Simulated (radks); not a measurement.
The numbers below are computed, except where a source is named.
Species: He I. Configuration: [He]. Level of theory: non-relativistic Kohn-Sham, PBE, spin-polarised, spherical densities, point nucleus; hard spherical wall at 2.5 bohr (a radial shooting solver on a logarithmic mesh with Libxc functionals). Some entries of the table are withheld. Estimate them.

| orbital | occ. | eigenvalue (hartree) | <r^2> (bohr^2) |
|---|---|---|---|
| 1s | 2 | (1) | (2) |
| 2p | 0 | (3) | (4) |
| 2s | 0 | (5) | (6) |

Answer. 
(1) 1s eigenvalue (hartree): -0.42938
(2) 1s <r^2> (bohr^2): 0.8681
(3) 2p eigenvalue (hartree): 1.16752
(4) 2p <r^2> (bohr^2): 2.121
(5) 2s eigenvalue (hartree): 1.74442
(6) 2s <r^2> (bohr^2): 2.210
